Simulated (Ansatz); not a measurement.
Basis-set extrapolation for CH7Al2NSi (PBE0-D4/def2-TZVP geometry, frozen core, Ansatz 0.2.0). Multiplicity 1, RHF reference.

```csv
,def2-TZVPP,def2-QZVPP
HF,-869.209676,-869.236820
MP2 correlation,-0.676897,-0.723549
CCSD(T) correlation,-0.761362,not run
```

Energies in hartree. Use E(X) = E(∞) + A·exp(−7.88·√X) for Hartree–Fock and E(X) = E(∞) + B·X^(−2.97) for correlation, with X = 3 and 4, and add CCSD(T) minus MP2 of the smaller set to the MP2 limit.

**Question.** What is the CCSD(T) energy at the basis-set limit?

**Answer.** HF limit: -869.236820 + (-0.027144) × 0.13774 = -869.24056. MP2 limit: -0.723549 + (-0.046652) × 0.74074 = -0.75811. Higher-order term: -0.761362 − (-0.676897) = -0.08447. Total: -870.08314 hartree, 294.3 kJ/mol below CCSD(T)/def2-TZVPP.
